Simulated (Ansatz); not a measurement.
Consider the substitution at a C–Si bond: `N[SiH](C=O)CO` + `[OH][SnH3]` → `OC[O][SnH3]` + `N[SiH2]C=O`.

Isolated molecules relaxed with PBE0-D4/def2-TZVP in Ansatz; ΔE leaves out vibrations. CBS: MP2 limit from def2 TZ/QZ plus the TZ coupled-cluster correction, frozen cores. Functionals use def2-TZVPP. def2 core potentials past Kr. For Sn outer-core shells are correlated without core-valence functions, which leaves a few kJ/mol of doubt a bond. One conformer a species, not always the lowest.

| species | r2SCAN-D4 energy (Eh) |
| --- | --- |
| `N[SiH](C=O)CO` | -575.06961 |
| `[OH][SnH3]` | -291.99337 |
| `OC[O][SnH3]` | -406.50427 |
| `N[SiH2]C=O` | -460.54637 |

Problem. Work out ΔE.

Solution. ΔE = (-406.50427) + (-460.54637) − (-575.06961) − (-291.99337) = 0.01234 Eh = +32.4 kJ/mol. CCSD(T)/CBS gives +37.7 kJ/mol.

Largest T1 diagnostic among the species: 0.014.

In def2-TZVPP, CCSD(T) changes the Hartree–Fock value by +12.0 kJ/mol (the triples alone add +0.3 kJ/mol) and MP2 by +16.2 kJ/mol.
